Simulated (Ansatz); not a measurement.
A set of 12 reactions (atomization), with CCSD(T)/CBS values in kJ/mol:

```tsv
reaction	ΔE
`[PH2][SnH2][SH]` → 5 H• + P• + S• + Sn•	2034.8
`[CH3][AlH][Se]C` → Al• + 2 C• + 7 H• + Se•	3743.6
`[OH][In-]([OH])([OH])[AsH3+]` → As• + 6 H• + In• + 3 O•	3307.3
`SCO[SiH2]S` → C• + 6 H• + O• + 2 S• + Si•	3729.0
`FC[C]1=[CH][AlH]1` → Al• + 3 C• + F• + 4 H•	3407.6
`O[Si](F)(Br)O[SiH3]` → Br• + F• + 4 H• + 2 O• + 2 Si•	3832.3
`BC(B)(C)O` → 2 B• + 2 C• + 8 H• + O•	4798.7
`[CH3][AlH][SnH2][OH]` → Al• + C• + 7 H• + O• + Sn•	3367.5
`C=C(CCl)[SiH2]F` → 3 C• + Cl• + F• + 6 H• + Si•	4634.2
`[CH2]1[S][GeH2]1` → C• + Ge• + 4 H• + S•	2198.9
`BCC(F)Cl` → B• + 2 C• + Cl• + F• + 5 H•	3640.9
`NC(O)N[SiH3]` → C• + 8 H• + 2 N• + O• + Si•	4536.5
```

Program: Ansatz. Geometries: PBE0-D4/def2-TZVP. ΔE: electronic, gas phase. CCSD(T)/CBS is the MP2 limit (def2-TZVPP, def2-QZVPP) plus CCSD(T) − MP2 in def2-TZVPP, frozen cores. This one scheme is used for every species, atoms too. Functionals use def2-TZVPP. B3LYP here is the variant with VWN-RPA as its local correlation; programs differ in this. No spin–orbit coupling; open shells (•) take unrestricted orbitals. Spin–orbit coupling would lower the free atoms: a little for Al, B, C, Cl, F, O, S, Si; clearly for Br, Ge, Se; strongly for In, Sn. def2 core potentials past Kr. For As, Br, Ge, In, Se, Sn outer-core shells are correlated without core-valence functions, so the limit isn't a true one: a few kJ/mol of doubt a bond, and 10 to 20 or more in all where bonds break to atoms. Scalar relativity is left out up to krypton. Each species was taken in one conformer, which may not be the lowest.

Problem. Give the mean, mean absolute and largest difference (level minus CCSD(T)/CBS, kJ/mol) for: PBE0-D4, B3LYP-D4, ωB97X-V, ωB97M-V, r2SCAN, PBE0, B3LYP, HF/def2-TZVPP, CCSD/def2-TZVPP, CCSD(T)/def2-TZVPP, MP2/def2-QZVPP, SCS-MP2/def2-QZVPP, HF/CBS(def2), MP2/CBS(def2). (Best estimate.)

Solution. Computed: 
```tsv
level	mean	mean absolute	largest
PBE0-D4	-20.3	42.7	-118.2
B3LYP-D4	-20.5	27.4	-73.8
ωB97X-V	6.6	16.3	26.6
ωB97M-V	0.7	22.2	-49.0
r2SCAN	-6.1	24.2	-57.4
PBE0	-39.3	52.2	-137.6
B3LYP	-56.6	56.6	-116.0
HF/def2-TZVPP	-1022.6	1022.6	-1435.1
CCSD/def2-TZVPP	-158.0	158.0	-210.3
CCSD(T)/def2-TZVPP	-102.6	102.6	-141.7
MP2/def2-QZVPP	8.3	32.1	-74.4
SCS-MP2/def2-QZVPP	1.2	16.1	-37.0
HF/CBS(def2)	-1015.9	1015.9	-1424.8
MP2/CBS(def2)	50.0	57.5	114.7
```

The largest T1 diagnostic in the set is 0.018, for Al• (customary mark 0.045).

CCSD(T)/CBS is a level of theory with its own doubt, and the functionals carry their triple-zeta basis error, so these figures describe this set and don't rank the functionals.
